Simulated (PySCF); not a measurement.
H2INSi, SMILES [Si](I)N (connectivity only; charge and spin as stated), neutral, multiplicity 1.

The structure is a stationary point at B3LYP-D3(BJ)/def2-TZVP. The def2 effective core potentials stand for the cores of I; spin–orbit coupling is left out. Other conformers were not sampled.

All values below come from TDDFT-B3LYP/def2-SVPD in PySCF 2.14.0.

Vertical excitations.  State labels are in the subgroup Cs.

Computed excitation energies, oscillator strengths and character:
```csv
state,symmetry,energy (eV),λ (nm),f,main pairs
S1,A",3.80,326,0.009,HOMO→LUMO 96 %
S2,A",4.36,284,0.010,HOMO−2→LUMO 96 %
S3,A',4.40,282,0.013,HOMO−1→LUMO 91 %
S4,A',5.21,238,0.109,"HOMO→LUMO+1 65 %, HOMO−2→LUMO+1 28 %"
S5,A",5.32,233,0.005,HOMO−1→LUMO+1 99 %
S6,A',5.83,213,0.377,"HOMO−2→LUMO+1 66 %, HOMO→LUMO+1 19 %"
S7,A',5.94,209,0.029,"HOMO→LUMO+2 82 %, HOMO−3→LUMO 14 %"
S8,A",6.39,194,0.009,HOMO−1→LUMO+2 98 %
S9,A',6.48,191,0.147,"HOMO−3→LUMO 78 %, HOMO→LUMO+2 15 %"
S10,A',6.62,187,0.003,"HOMO→LUMO+3 79 %, HOMO−2→LUMO+2 17 %"
T1,A",2.76,450,0,HOMO→LUMO 86 %
T2,A',3.85,322,0,HOMO−1→LUMO 98 %
T3,A",4.07,305,0,HOMO−2→LUMO 87 %
T4,A',4.10,303,0,HOMO→LUMO+1 90 %
```
Triplets are in the Tamm–Dancoff approximation, which puts them higher than full response would, so one can lie above its singlet here.
